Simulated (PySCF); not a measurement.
Which determinant of MnI lies lowest?

Unrestricted PBE0; PySCF, scalar-relativistic core potentials, basis sets Mn def2-TZVP, I def2-TZVP with ECP28. Outer shells of the fragments: Mn 3d5 4s2; I 4d10 5s2 5p5.

Followed along the bond (rough minima from three points):

| 2Ms+1 | unpaired | ⟨S²⟩ at the start | R at minimum (Å) | Te (eV) |
| --- | --- | --- | --- | --- |
| 7 | σ ↑↑, π ↑↑, δ ↑↑ | 12.01 | 2.61 | 0.00 |
| 5 | π ↑↑, δ ↑↑ | 6.66 | 2.53 | 0.62 |
| 5 | σ ↑, π ↑, δ ↑↑ | 6.03 | 2.51 | 1.35 |
| 5 | σ ↑, π ↑↑, δ ↑ | 6.02 | 2.53 | 1.43 |
| 3 | π ↑↓, δ ↑↑ | 3.56 | 2.49 | 2.51 |
| 1 | π ↓↓, δ ↑↑ | 2.38 | 2.46 | 3.26 |

Solutions found at the starting distance of 2.430 Å, counted from the lowest of them; the search is not exhaustive and high or unbound solutions are not listed, so other states can lie among these:

```json
{"2Ms+1": "7", "unpaired": "σ ↑↑, π ↑↑, δ ↑↑", "term": "⁷Σ⁺", "E (eV)": "0.00", "⟨S²⟩": "12.01", "⟨Lz²⟩": "0.00", "μ (D)": "-2.28"}
{"2Ms+1": "5", "unpaired": "π ↑↑, δ ↑↑", "term": "mixed", "E (eV)": "0.52", "⟨S²⟩": "6.66", "⟨Lz²⟩": "0.00", "μ (D)": "-3.20"}
{"2Ms+1": "5", "unpaired": "σ ↑, π ↑, δ ↑↑", "term": "⁵Π", "E (eV)": "1.24", "⟨S²⟩": "6.03", "⟨Lz²⟩": "1.01", "μ (D)": "-5.27"}
{"2Ms+1": "5", "unpaired": "σ ↑, π ↑↑, δ ↑", "term": "⁵Δ", "E (eV)": "1.33", "⟨S²⟩": "6.02", "⟨Lz²⟩": "4.01", "μ (D)": "-5.51"}
{"2Ms+1": "5", "unpaired": "σ ↑↑, π ↑↓, δ ↑↑", "term": "mixed", "E (eV)": "2.24", "⟨S²⟩": "7.01", "⟨Lz²⟩": "2.01", "μ (D)": "-1.69"}
{"2Ms+1": "3", "unpaired": "π ↑↓, δ ↑↑", "term": "mixed", "E (eV)": "2.38", "⟨S²⟩": "3.56", "⟨Lz²⟩": "2.03", "μ (D)": "-3.19"}
{"2Ms+1": "3", "unpaired": "σ ↑, π ↓, δ ↑↑", "term": "mixed", "E (eV)": "2.70", "⟨S²⟩": "3.01", "⟨Lz²⟩": "1.02", "μ (D)": "-5.15"}
{"2Ms+1": "3", "unpaired": "σ ↑, π ↑↓, δ ↑", "term": "mixed", "E (eV)": "2.71", "⟨S²⟩": "3.30", "⟨Lz²⟩": "5.45", "μ (D)": "-4.70"}
{"2Ms+1": "3", "unpaired": "σ ↑, π ↑↓, δ ↑", "term": "mixed", "E (eV)": "2.77", "⟨S²⟩": "3.01", "⟨Lz²⟩": "6.02", "μ (D)": "-5.35"}
{"2Ms+1": "3", "unpaired": "σ ↓, π ↑, δ ↑↑", "term": "mixed", "E (eV)": "2.84", "⟨S²⟩": "3.00", "⟨Lz²⟩": "2.25", "μ (D)": "-4.79"}
```

A term symbol is given only where ⟨S²⟩ and ⟨Lz²⟩ are close to those of a pure state; real π, δ and φ orbitals otherwise mix terms. A positive dipole means Mn(−)I(+).

Question: Compare the gap between the two lowest followed solutions at the starting distance with the gap between their minima.

Answer: At PBE0 the second solution (Ms = 2 of mixed spin, unpaired electrons π ↑↑, δ ↑↑) lies +0.52 eV from the first (septet, unpaired electrons σ ↑↑, π ↑↑, δ ↑↑) at 2.430 Å and +0.62 eV at the minima; the two curves relax by different amounts, since their minima lie near 2.53 and 2.61 Å.

Spin–orbit coupling is left out. The state is the lowest single determinant that the PBE0 search found; with open d or f shells the true ground state can be another one.
